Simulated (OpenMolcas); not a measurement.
**Pr2+: moving or changing the point charges**

Pr2+ among 8 point charges of -0.5 e arranged as a square antiprism (D4d), 2.59 Å from the ion, with a polar angle of 51.0° against the regular 57.3°.
```
   1.8595    0.7702    1.6300  -0.50
  -0.7702    1.8595    1.6300  -0.50
  -1.8595   -0.7702    1.6300  -0.50
   0.7702   -1.8595    1.6300  -0.50
   1.8595   -0.7702   -1.6300  -0.50
   0.7702    1.8595   -1.6300  -0.50
  -1.8595    0.7702   -1.6300  -0.50
  -0.7702   -1.8595   -1.6300  -0.50
```

```json
{
 "Program": "OpenMolcas",
 "Method": "CASSCF",
 "Basis": "ANO-RCC-VDZP [7s6p4d2f1g]",
 "Scalar Hamiltonian": "DKH2, point nucleus",
 "Active space": "3 electrons in 7 orbitals (4f)",
 "State averaging": "2S+1 = 4 odd, 35 roots; 2S+1 = 2 odd, 96 roots kept (CI in the orbitals of an earlier block)",
 "Spin-orbit coupling": "state interaction with AMFI integrals over the reference wave functions"
}
```

Runs around this geometry, states. Energies in cm-1 above the lowest state or level, χT in cm3 K/mol; under a threefold ground state the first gap can be a small split of the lowest multiplet, not the spin-orbit step.

| R (Å) | q (e) | Ground state | First state of that spin | First gap with spin-orbit (degeneracies) | Width of lowest J | χT at 300 K |
| --- | --- | --- | --- | --- | --- | --- |
| 2.59 | -0.25 | 2S+1 = 4 | 1.2 | 6.2 (2, 2) | 69 | 1.718 |
| 2.59 | -0.5 | 2S+1 = 4 | 2.7 | 11.0 (2, 2) | 135 | 1.711 |
| 2.86 | -0.5 | 2S+1 = 4 | 5.4 | 1.8 (2, 2) | 95 | 1.716 |
| 3.02 | -0.5 | 2S+1 = 4 | 4.0 | 1.2 (2, 2) | 80 | 1.717 |

Taking the width of the lowest J multiplet as R^-n, n = -ln(80 / 135) / ln(3.02 / 2.59) = 3.4 between the shortest and longest distance.

Scaling the charges by -0.25 / -0.5 = 0.50 scales the width of the lowest J multiplet by 69 / 135 = 0.51; with fixed orbitals a first-order splitting would follow the charge.

High states are left out of the spin-orbit mixing, which shifts the levels that they would mix with. Point charges carry no covalency, so the field is a model and not that of real ligands. An unlabelled pair can be two single states that coincide in this model. A group larger than the point group allows holds several states that coincide in this model. No measured value stands beside these numbers.

A state without a sure symmetry label is named by its multiplicity alone.
